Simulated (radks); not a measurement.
Values are calculated unless marked as measured or tabulated.
Task: Radial electron density D(r) = 4 pi r^2 rho(r) of an atom or ion with 42 electrons. Level of theory: Dirac Kohn-Sham, BLYP, spin-unpolarised, spherical densities, point nucleus (a radial shooting solver on a logarithmic mesh with Libxc functionals).

```
   r/bohr * D(r) (the largest magnitude, 67.3, reaches the edge; | marks zero)
 0.001812 | *
  0.00211 |  *
 0.002436 |   *
 0.002814 |    *
 0.003276 |     *
 0.003783 |      *
 0.004404 |        *
 0.005086 |          *
 0.005921 |             *
 0.006838 |                *
 0.007897 |                    *
 0.009194 |                        *
  0.01062 |                            *
  0.01236 |                                *
  0.01428 |                                    *
  0.01649 |                                        *
  0.01919 |                                          *
  0.02217 |                                            *
   0.0258 |                                            *
   0.0298 |                                           *
  0.03442 |                                         *
  0.04007 |                                      *
  0.04627 |                                     *
  0.05387 |                                      *
  0.06221 |                                        *
  0.07242 |                                             *
  0.08364 |                                                  *
   0.0966 |                                                     *
   0.1125 |                                                      *
   0.1299 |                                                   *
   0.1512 |                                            *
   0.1746 |                                      *
   0.2017 |                                  *
   0.2348 |                                   *
   0.2711 |                                      *
   0.3156 |                                         *
   0.3645 |                                        *
   0.4243 |                                  *
   0.4901 |                         *
    0.566 |                 *
   0.6589 |           *
   0.7609 |         *
   0.8858 |         *
    1.023 |         *
    1.181 |        *
    1.375 |      *
    1.588 |    *
    1.849 |  *
    2.136 | *
    2.466 |*
    2.871 |*
    3.316 |*
     3.86 *
    4.458 *
     5.19 *
    5.994 *
    6.923 *
    8.059 *
    9.307 *
    10.84 *
```

What is the nuclear charge?

Result: Z = 43. The innermost maximum, from 1s, lies near gamma/Z bohr with gamma = sqrt(1 - (Z/c)^2) = 0.949, here 0.0221 bohr (found: 0.0242), and its height grows with Z. The density is that of the technetium ion Tc+ in [Kr] 4d5 5p1; the configuration itself is not fixed sharply by these data, and Z only to a few units. D(r) has 4 maxima, at r = 0.0242, 0.106, 0.329, 0.967 bohr, and minima at 0.0485, 0.213, 0.798 bohr, inside which lie 2.06, 11.14, 29.26 electrons.
